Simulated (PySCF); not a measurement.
Cr (chromium, neutral) across methods

[Ar] 3d5 4p1, high-spin 7P determinant (an excited configuration). All numbers are calculated (PySCF 2.14, scalar relativity by spin-free X2C-1e, in aug-cc-pVQZ-DK (9s8p6d4f3g2h, 140 functions)).

| method | E (hartree) | mean ε 3p β (eV) | mean ε 3d α (eV) | mean ε 4p α (eV) | Σ⟨r²⟩ (bohr²) | ⟨S²⟩ |
| --- | --- | --- | --- | --- | --- | --- |
| BP86 | -1050.830 | -43.452 | -5.123 | -2.167 | 48.81 | 12.000 |
| UHF | -1049.55667 | -52.195 | -11.856 | -3.398 | 53.78 | 12.000 |
| PW91 | -1050.747 | -43.290 | -5.096 | -2.091 | 49.20 | 12.000 |
| PBE | -1050.447 | -43.223 | -5.041 | -2.064 | 49.47 | 12.000 |
| PBE0 | -1050.467 | -46.300 | -7.148 | -2.548 | 49.23 | 12.000 |
| BLYP | -1050.719 | -43.200 | -4.841 | -1.878 | 50.20 | 12.000 |
| LDA | -1048.360 | -43.355 | -5.241 | -2.086 | 48.68 | 12.000 |
